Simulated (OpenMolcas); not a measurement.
## neutral technetium: effect of the basis set

```
Program             : OpenMolcas
Method              : MS-CASPT2, IPEA 0.25 Eh, imaginary shift 0.1 Eh (closed shells correlated: 4s 4p)
Active space        : 7 electrons in 6 orbitals (4d 5s)
State averaging     : 2S+1 = 6 even, 6 roots; 2S+1 = 4 even, 64 roots kept (CI in the orbitals of an earlier block); 2S+1 = 2 even, 83 roots kept (CI in the orbitals of an earlier block)
Spin-orbit coupling : state interaction with AMFI integrals over the reference wave functions, term energies averaged over their components
```

A. ANO-RCC-VDZP [6s5p3d1f], DKH2, point nucleus; CASPT2 step of the order of 30 core-seconds
B. ANO-R2 [7s5p4d2f1g], X2C, finite nucleus; CASPT2 step of the order of 70 core-seconds
C. ANO-RCC-VTZP [7s6p4d2f1g], DKH2, point nucleus; CASPT2 step about 60 core-seconds
D. ANO-R3 [8s6p5d3f2g1h], X2C, finite nucleus; CASPT2 step about 70 core-seconds
E. ANO-RCC-VQZP [8s7p5d3f2g1h], DKH2, point nucleus; CASPT2 step about 110 core-seconds

Energies in cm⁻¹ above 4d⁵ 5s² ⁶S_5/2, the measured ground level; measured values from NIST Handbook of Basic Atomic Spectroscopic Data.

| Level | A | B | C | D | E | Measured |
| --- | --- | --- | --- | --- | --- | --- |
| 4d⁵ 5s² ⁶S_5/2 | 0.0 | 0.0 | 0.0 | 0.0 | 0.0 | 0.0 |
| 4d⁶ 5s ⁶D_9/2 | 8270 | 6360 | 6900 | 5650 | 5990 | 2573 |
| 4d⁶ 5s ⁶D_7/2 | 8980 | 7070 | 7610 | 6360 | 6700 | 3251 |
| 4d⁶ 5s ⁶D_5/2 | 9470 | 7560 | 8100 | 6850 | 7200 | 3701 |
| 4d⁶ 5s ⁶D_3/2 | 9810 | 7900 | 8440 | 7190 | 7530 | 4003 |
| 4d⁶ 5s ⁶D_1/2 | 10010 | 8100 | 8640 | 7390 | 7730 | 4179 |
| 4d⁶ 5s ⁴D_7/2(1) | 16470 | 13730 | 14200 | 12550 | 12780 |  |
| 4d⁶ 5s ⁴D_5/2(1) | 17040 | 14420 | 14890 | 13270 | 13500 |  |
| 4d⁶ 5s ⁴D_3/2(1) | 17600 | 14960 | 15420 | 13800 | 14020 |  |
| 4d⁶ 5s ⁴D_1/2(1) | 17950 | 15280 | 15740 | 14110 | 14340 |  |
| 4d⁶ 5s ⁴P_5/2 | 19360 | 17830 | 18220 | 17020 | 17290 |  |
| 4d⁶ 5s ⁴P_3/2 | 20020 | 18720 | 19060 | 17990 | 18230 |  |
| 4d⁶ 5s ⁴P_1/2 | 20350 | 19190 | 19510 | 18510 | 18740 |  |
| 4d⁶ 5s ⁴G_5/2 [70 %] | 20590 | 19330 | 19700 | 18640 | 18910 |  |
| 4d⁶ 5s ⁴G_7/2 [71 %] | 20610 | 19330 | 19700 | 18610 | 18880 |  |
| 4d⁶ 5s ⁴G_11/2 [74 %] | 20620 | 19310 | 19690 | 18570 | 18860 |  |
| 4d⁶ 5s ⁴G_9/2 [61 %] | 20630 | 19320 | 19690 | 18570 | 18830 |  |
| 4d⁶ 5s ⁴F_9/2(1) [56 %] | 22950 | 20150 | 20420 | 18900 | 19050 |  |
| 4d⁶ 5s ⁴F_7/2(1) [66 %] | 23320 | 20530 | 20810 | 19280 | 19430 |  |
| 4d⁶ 5s ⁴F_5/2(1) [69 %] | 23570 | 20790 | 21080 | 19550 | 19700 |  |
| 4d⁶ 5s ⁴F_3/2(1) [71 %] | 23700 | 20930 | 21230 | 19700 | 19850 |  |
| 4d⁶ 5s ⁴H_13/2 | 24650 | 21600 | 22210 | 20260 | 20640 |  |
| 4d⁶ 5s ⁴H_11/2 | 24930 | 21890 | 22490 | 20590 | 20960 |  |
| 4d⁶ 5s ⁴H_9/2 | 25130 | 22100 | 22690 | 20790 | 21160 |  |

Deviations, from unrounded energies. A percentage is the sum of absolute deviations over the sum of measured energies, with the sign that they share, or ± where signs differ.

| Against measurement | Levels | A | B | C | D | E |
| --- | --- | --- | --- | --- | --- | --- |
| mean absolute deviation (cm-1) | 5 | 5800 | 3900 | 4400 | 3100 | 3500 |
| other configurations (%) | 5 | +162.8 | +108.9 | +124.2 | +88.9 | +98.6 |

D lies closest to measurement on these levels and A furthest from it. The largest miss of D in the table is 4d⁶ 5s ⁶D_1/2, by +3200 cm-1. The ranking rests on the paired levels alone, and a cruder setting can come out closer through cancelling errors.

Among A to E the level of the table that moves most is 4d⁶ 5s ⁴H_13/2, by 4400 cm-1 (lowest in D, highest in A). Moves below CASPT2's spread within the term are not significant.

CASPT2 breaks the degeneracy within a term, and the mean is taken; among the terms shown or strongly mixed into the levels shown the widest spread is 1000 cm-1 (4d⁶ 5s ⁴F(2), C). Over all roots computed the reference weight is 0.85 to 0.90 in B, 0.84 to 0.90 in C, 0.84 to 0.89 in D, 0.83 to 0.89 in E; the roots of lowest weight are the least certain, and an intruder state may touch them. Blocks of more than 70 roots (2S+1 = 2 even) ran without multistate coupling. Terms from blocks run as CI alone lack orbitals of their own. Configurations are named by rounded mean occupations; where the s occupation lies near a half they are strongly mixed, a name can repeat and a true partner stay unpaired. A single d shell beside an s shell can misplace configurations of different d count against each other. The CASPT2 spread within a term exceeds the gap to the next term for 4d⁵ 5s² ⁴G and 4d⁶ 5s ⁴F(2), so the order of their levels is uncertain, and so are names and mixing where such terms share a J (figures for A; the like holds for B, C, D, E). Computed and measured levels are paired by configuration, term and J; levels that our copy of the source lacks, or whose pairing is in doubt (as where it misses far off the trend of its configuration), stay unpaired and out of the deviations. Only configurations of the active space appear. The table leaves out levels that lie high or whose names do not pair safely across all columns.

A share in square brackets marks a mixed level and gives the weight of the term that names it, the lowest over the columns. A number in round brackets counts repeated terms of one configuration in the order of the reference energies.
